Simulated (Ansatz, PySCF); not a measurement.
Energy difference R1 → P1 + P2, each structure at its B3LYP-D3(BJ)/def2-TZVP stationary point, reached from a drawn start (curvature not checked).
R1, H4Ti (SMILES [TiH4]) (charge 0, multiplicity 1):
```xyz
5

Ti    -0.0004    -0.0001    -0.0005
H      0.9854     0.9659     0.9857
H      0.9733    -0.9849    -0.9801
H     -0.9678     0.9928    -0.9787
H     -0.9905    -0.9736     0.9737
```
P1, H3Ti (SMILES [TiH3]) (charge 0, multiplicity 2, Z-matrix in Å and degrees):
```
Ti
H 1 1.7301
H 1 1.7302 2 118.49
H 1 1.7302 2 118.47 3 155.71
```
P2: H atom, charge 0, multiplicity 2.

P less R. No zero-point or thermal terms; singlets are restricted closed shells; open shells are unrestricted; no spin–orbit coupling. The spin states of the d-block species are the ones drawn and need not be the lowest.

Frozen-core correlation throughout.

Programs: Ansatz (Gaussian basis) for Hartree–Fock, density functionals and correlated methods; PySCF for M06-2X. Each number belongs to the level named beside it.

```tsv
level	reaction energy (kcal/mol)
HF/def2-SVP	9.91
SVWN5/def2-TZVPP	71.03
BLYP/def2-TZVPP	63.02
BHLYP/def2-TZVPP	48.31
M06-2X/def2-TZVPP	50.51
CAM-B3LYP/def2-TZVPP	55.58
MP2/def2-TZVPP	50.77
SCS-MP2/def2-SVP	?
SCS-MP2/def2-QZVPP	?
```

Problem. Complete the blanks.

Solution. 
- SCS-MP2/def2-SVP, reaction energy (kcal/mol): 48.00
- SCS-MP2/def2-QZVPP, reaction energy (kcal/mol): 54.61

Ansatz is a quantum-chemistry and plane-wave program.
